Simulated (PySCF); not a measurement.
Cartesian coordinates in Å; atom numbers follow the order of the lines, from 1:
```xyz
22

C    -2.213   -0.480   -1.144
N    -1.449   -0.048   -0.001
C    -2.266    0.308    1.133
B    -0.048    0.014    0.012
C     0.924   -0.362   -1.194
C     2.304   -0.413   -0.523
C     2.251    0.632    0.594
C     0.864    0.472    1.234
H    -2.902    0.313   -1.489
H    -1.549   -0.741   -1.976
H    -2.831   -1.366   -0.905
H    -2.885   -0.546    1.465
H    -2.958    1.135    0.887
H    -1.640    0.623    1.976
H     0.894    0.470   -1.925
H     0.677   -1.274   -1.761
H     2.455   -1.411   -0.073
H     3.145   -0.254   -1.218
H     3.086    0.537    1.307
H     2.334    1.640    0.148
H     0.886   -0.357    1.970
H     0.531    1.363    1.791
```

Geometry: PBE0-D3(BJ)/def2-SVP; GIAO shifts from PySCF 2.14.0 with density-fitted response routines, gas phase, non-relativistic, averaged over equivalent atoms.

At CAM-B3LYP/pcSseg-1 (206 basis functions, 2.2 min wall time on 1 thread of an Intel Xeon, shared host):
```json
{"atoms": "C1/C3", "δ (ppm)": "41.9"}
{"atoms": "C6/C7", "δ (ppm)": "30.4"}
{"atoms": "C5/C8", "δ (ppm)": "20.0"}
{"atoms": "N2", "δ (ppm)": "113.7"}
{"atoms": "B4", "δ (ppm)": "53.7"}
{"atoms": "H9/H10/H11/H12/H13/H14", "δ (ppm)": "2.74"}
{"atoms": "H17/H18/H19/H20", "δ (ppm)": "1.47"}
{"atoms": "H15/H16/H21/H22", "δ (ppm)": "0.73"}
```

References, each an isolated molecule treated in the same way: ¹³C (182.45 ppm), ¹H (31.33 ppm) vs TMS; NH3 for ¹⁵N (267.29 ppm); BF3·OEt2 for ¹¹B (99.35 ppm).

**Question.** What do these become at PBE0/pcSseg-1?

**Answer.** 
```json
{"atoms": "C1/C3", "δ at PBE0/pcSseg-1": "42.3", "change": "+0.4"}
{"atoms": "C6/C7", "δ at PBE0/pcSseg-1": "30.6", "change": "+0.2"}
{"atoms": "C5/C8", "δ at PBE0/pcSseg-1": "20.2", "change": "+0.2"}
{"atoms": "N2", "δ at PBE0/pcSseg-1": "113.4", "change": "-0.3"}
{"atoms": "B4", "δ at PBE0/pcSseg-1": "51.4", "change": "-2.3"}
{"atoms": "H9/H10/H11/H12/H13/H14", "δ at PBE0/pcSseg-1": "2.77", "change": "+0.03"}
{"atoms": "H17/H18/H19/H20", "δ at PBE0/pcSseg-1": "1.51", "change": "+0.04"}
{"atoms": "H15/H16/H21/H22", "δ at PBE0/pcSseg-1": "0.76", "change": "+0.03"}
```

References, each an isolated molecule treated in the same way: ¹³C (σref 184.41) and ¹H (σref 31.27) vs TMS; ¹⁵N (σref 265.67) against NH3; ¹¹B (σref 100.73) against BF3·OEt2.

The largest change is at B4 (boron bonded to 2 C, N, in a 5-membered ring). Cost: 206 basis functions, 2.1 min wall time on 1 thread of an Intel Xeon, shared host. The order of the carbon signals is the same at both levels.

A carbon bonded to boron is broadened by the quadrupolar boron nucleus and is often missing from a measured spectrum. Experimental scales use liquid or dissolved standards, which lie at an offset from isolated NH3 (liquid NH3: subtract about 20 ppm).
